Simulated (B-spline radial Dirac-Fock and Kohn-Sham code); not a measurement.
**Atomic cesium: differential elastic cross section for electrons at 200 eV**

Method: relativistic (Dirac) partial waves in the static field of the Dirac-Fock atom with Furness-McCarthy exchange, without polarisation or absorption potentials. Computed with a radial finite-basis atomic code. Below a few hundred eV the neglected polarisation potential matters, most of all at small angles.

Input file task.json (cfg lists n, l and occupation; rrms is the nuclear radius in fm):

```json
{"items": [{
  "Z": 55,
  "q": 0,
  "cfg": [[1, 0, 2], [2, 0, 2], [2, 1, 6], [3, 0, 2], [3, 1, 6], [3, 2, 10], [4, 0, 2], [4, 1, 6], [4, 2, 10], [5, 0, 2], [5, 1, 6], [6, 0, 1]],
  "A": 133,
  "rrms": 4.8041,
  "do": "elastic",
  "energies": [[200, 0]],
  "theta": [0, 1, 2, 3, 5, 7, 10, 15, 20, 25, 30, 40, 50, 60, 70, 80, 90, 100, 110, 120, 130, 140, 150, 160, 170, 180]
}]}
```

Command: `python xray2_run.py task.json out`

| θ (°) | dσ/dΩ (Å²/sr) | Sherman function |
| --- | --- | --- |
| 0 | 75.9 | 0.000 |
| 1 | 74.0 | 0.000 |
| 2 | 68.7 | 0.000 |
| 3 | 60.9 | 0.000 |
| 5 | 42.8 | -0.001 |
| 7 | 27.3 | -0.001 |
| 10 | 13.1 | -0.002 |
| 15 | 4.07 | -0.006 |
| 20 | 1.39 | -0.009 |
| 25 | 0.759 | 0.003 |
| 30 | 0.759 | 0.019 |
| 40 | 0.662 | 0.035 |
| 50 | 0.195 | 0.063 |
| 60 | 0.00838 | -0.376 |
| 70 | 0.196 | -0.045 |
| 80 | 0.356 | -0.013 |
| 90 | 0.251 | 0.002 |
| 100 | 0.0534 | 0.009 |
| 110 | 0.0226 | -0.206 |
| 120 | 0.148 | -0.065 |
| 130 | 0.211 | -0.048 |
| 140 | 0.116 | -0.054 |
| 150 | 0.0179 | -0.075 |
| 160 | 0.106 | 0.016 |
| 170 | 0.332 | 0.005 |
| 180 | 0.454 | 0.000 |

Question: What integrated cross sections go with this distribution?

Answer: The total elastic cross section is 7.06 Å², the first transport cross section 2.00 Å² and the second, weighted with (3/2) sin²θ, 2.53 Å². The mean deflection is ⟨1 − cos θ⟩ = 0.284, and 10 % of the collisions scatter beyond 90°.

On this grid of angles the cross section has minima near 60°, 110°, 150°, from interference among the few low partial waves with large phase shifts.

Phase shifts modulo π (rad) for κ = −1 to −5: 1.483, -0.653, 0.037, 0.433, -1.547.
